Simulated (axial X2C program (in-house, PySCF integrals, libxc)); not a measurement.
# Which molecule has these constants?

Calculated with an axial X2C code built on PySCF integrals, spin-free (one-electron X2C) or two-component (2c: spin–orbit coupling with atomic mean-field Coulomb and Gaunt terms, which also bring small scalar terms), in Dyall basis sets with cores contracted in-house; open shells are unrestricted.

A two-component PBE0 calculation in a Dyall 3-zeta basis gave Re = 2.464 Å, ωe = 304.7 cm⁻¹, De = 3.98 eV, dipole magnitude 3.99 D, Ω = 1.

Problem. Which molecule is it?
A. ScBr
B. ScSe
C. CaSc
D. KSc
E. ScGe

Solution. A. The others have CaSc 3.025 Å and 196.4 cm⁻¹ (Ω = 1/2); KSc 3.981 Å and 82.4 cm⁻¹ (Ω = 2); ScSe 2.253 Å and 436.9 cm⁻¹ (Ω = 1/2); ScGe 2.551 Å and 272.4 cm⁻¹ (Ω = 3/2).

Each entry is the lowest single determinant of a limited PBE0 search at one distance. De goes to single-determinant-based atoms at the same level (for ions the charge split of lowest energy) and is withheld (n/a) where an atom does not fit its ground term or J level. Main or longest-lived isotopes. One determinant is a doubtful description, or other states lie close, for ScBr, CaSc, KSc, ScGe; these need not be ground states, and all values refer to the states named. Some open-shell Ω = 0 determinants are out of reach, so the Ω given for KSc need not be the lowest component. With several unpaired electrons the Ω given is that of one determinant, not necessarily of the lowest component. Some light 2c atoms are not at their ground J level, so De misses part of their lowering (0.04 eV or less). The functionals have no current term, which raises determinants with orbital currents. Where the atoms have a lower orbital projection than the molecule, De at mean-field level may be about a tenth of an eV too small.
